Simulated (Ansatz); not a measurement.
Energy difference R1 → P1, each structure at its B3LYP-D3(BJ)/def2-TZVP stationary point, reached from a drawn start; harmonic modes at that level show minima.
R1, C4H4 (SMILES C#CC=C) (charge 0, multiplicity 1):
```xyz
8

C     -1.148     0.750     0.548
C     -0.589    -0.324    -0.011
C      0.788    -0.431    -0.341
C      1.948    -0.553    -0.632
H     -0.567     1.630     0.790
H     -2.206     0.769     0.775
H     -1.201    -1.191    -0.241
H      2.975    -0.651    -0.886
```
P1, C4H4 (SMILES C=C=C=C) (charge 0, multiplicity 1):
```xyz
8

C      1.89452    -0.29739     0.31499
C      0.61584    -0.09665     0.10240
C     -0.61581     0.09669    -0.10239
C     -1.89450     0.29737    -0.31500
H      2.24223    -0.87343     1.16512
H      2.64818     0.10577    -0.35203
H     -2.24221     0.87348    -1.16509
H     -2.64816    -0.10584     0.35199
```

P less R. No zero-point or thermal terms.

Correlated levels freeze the cores.

The values were computed with Ansatz (a first-principles code) with Gaussian orbitals. No computed number here is a measurement.

Total energies in hartree:

| structure | PBE/def2-TZVPP | r2SCAN/def2-TZVPP | CCSD(T)/cc-pVQZ |
|---|---|---|---|
| R1 | -154.583240 | -154.693787 | -154.487443 |
| P1 | -154.581850 | -154.690472 | -154.474182 |

### Question
Work out the reaction energy at each level in kJ/mol (1 hartree = 2625.49964 kJ/mol), and say how far PBE/def2-TZVPP lies from CCSD(T)/cc-pVQZ.

### Answer
- PBE/def2-TZVPP: (-154.581850) − (-154.583240) = 0.001390 hartree = 3.6 kJ/mol
- r2SCAN/def2-TZVPP: (-154.690472) − (-154.693787) = 0.003315 hartree = 8.7 kJ/mol
- CCSD(T)/cc-pVQZ: (-154.474182) − (-154.487443) = 0.013261 hartree = 34.8 kJ/mol
PBE/def2-TZVPP less CCSD(T)/cc-pVQZ: -31.2 kJ/mol. CCSD(T)/cc-pVQZ is the level counted from, the highest shown, and no exact or measured value.
